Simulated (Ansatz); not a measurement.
The same atomization along the group C, Si, Ge, Sn.

Isolated molecules relaxed with PBE0-D4/def2-TZVP in Ansatz; ΔE leaves out vibrations. CBS: MP2 limit from def2 TZ/QZ plus the TZ coupled-cluster correction, frozen cores. Small cases extrapolate CCSD(T) itself. Functionals use def2-TZVPP. Open shells (•) are unrestricted, without spin–orbit coupling. Spin–orbit coupling would lower the free atoms: a little for C, Cl, Si; clearly for Ge; strongly for Sn. Elements past krypton have def2 core potentials. Bonds to Ge, Sn are less sure, by a few kJ/mol each and by 10 to 20 or more in all where they break to atoms, as the def2 sets lack core-valence functions. Scalar relativity is left out up to krypton.

```csv
reaction,CCSD(T)/CBS(def2) (kJ/mol)
`Cl[C]Cl` → 2 Cl• + C•,734
`Cl[Si]Cl` → 2 Cl• + Si•,?
`[Cl][Ge][Cl]` → 2 Cl• + Ge•,810
`[Cl][Sn][Cl]` → 2 Cl• + Sn•,796
```

Fill in the missing values. (Best estimate.)

The calculation gave: `Cl[Si]Cl` → 2 Cl• + Si•: +871.8 kJ/mol.

Largest T1 diagnostic: 0.020, for `Cl[C]Cl`.

Extrapolated directly: `Cl[C]Cl` → 2 Cl• + C•; `Cl[Si]Cl` → 2 Cl• + Si•.

For atomizations the MP2-based limit and the directly extrapolated one differ by several kJ/mol either way, and by 10 to 25 for some Ge, Se and Sn compounds, so smaller differences from it don't rank the levels.
